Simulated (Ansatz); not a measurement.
Reaction (formal loss of a carbene): `C[O][In]([NH2])[SH]` → `[CH2]` (triplet) + `[NH2][In]([OH])[SH]`

Program: Ansatz. Geometries: PBE0-D4/def2-TZVP. ΔE: electronic, gas phase. CCSD(T)/CBS is the MP2 limit (def2-TZVPP, def2-QZVPP) plus CCSD(T) − MP2 in def2-TZVPP, frozen cores. This one scheme is used for every species. DFT in def2-TZVPP. B3LYP here is the variant with VWN-RPA as its local correlation; programs differ in this. HSE06 is defined as in plane-wave codes. Triplets are unrestricted, without spin–orbit coupling. def2 core potentials past Kr. For In outer-core shells are correlated without core-valence functions, which leaves a few kJ/mol of doubt a bond. Each species was taken in one conformer, which may not be the lowest.

```
             level  ΔE (eV)  difference from CCSD(T)/CBS
       LDA (SPW92)     4.66                         0.78
            PBE-D4     3.98                         0.10
         revPBE-D4     3.84                        -0.04
           BLYP-D4     3.89                         0.01
         r2SCAN-D4     3.68                        -0.20
            B97M-V     3.92                         0.04
           PBE0-D4     3.87                        -0.01
          B3LYP-D4     3.87                        -0.01
        r2SCANh-D4     3.65                        -0.23
        r2SCAN0-D4     3.62                        -0.26
          HSE06-D4     3.88                         0.00
          BHLYP-D4     3.74                        -0.14
      CAM-B3LYP-D4     3.90                         0.02
           ωB97X-V     4.03                         0.15
            B2PLYP     3.81                        -0.07
          PBE-QIDH     3.83                        -0.05
               PBE     3.92                         0.04
            revPBE     3.66                        -0.22
              BLYP     3.75                        -0.13
            r2SCAN     3.66                        -0.22
              PBE0     3.81                        -0.07
             B3LYP     3.76                        -0.12
           r2SCANh     3.63                        -0.25
           r2SCAN0     3.59                        -0.29
             HSE06     3.82                        -0.06
             BHLYP     3.66                        -0.22
         CAM-B3LYP     3.84                        -0.04
           LC-ωPBE     3.76                        -0.12
RPA@PBE/def2-TZVPP     3.76                        -0.12
      MP2/def2-SVP     3.86                        -0.02
     CCSD/def2-SVP     3.74                        -0.14
     HF/def2-TZVPP     2.44                        -1.44
    MP2/def2-TZVPP     3.86                        -0.02
SCS-MP2/def2-TZVPP     3.91                         0.03
CCSD(T)/def2-TZVPP     3.78                        -0.10
     HF/def2-QZVPP     2.44                        -1.44
SCS-MP2/def2-QZVPP     3.98                         0.10
      HF/CBS(def2)     2.44                        -1.44
     MP2/CBS(def2)     3.95                         0.07
    CCSD/CBS(def2)     3.76                        -0.12
       CCSD(T)/CBS     3.88                            0
```

Largest T1 diagnostic among the species: 0.015.

From BLYP to BHLYP (50 % exact exchange), in def2-TZVPP and without D4, ΔE moves by −0.09 eV. The D4 term adds +0.11 eV with B3LYP and +0.06 eV with PBE0; it sums over pairs of atoms, weighted by their polarisabilities, and B3LYP, whose exchange is more repulsive, gets the larger term. Leaving LDA and LC-ωPBE aside and taking each functional with its dispersion term where it has one, the values spread over 0.41 eV, from r2SCAN0-D4 to ωB97X-V. LDA lies +0.74 eV from PBE without D4.
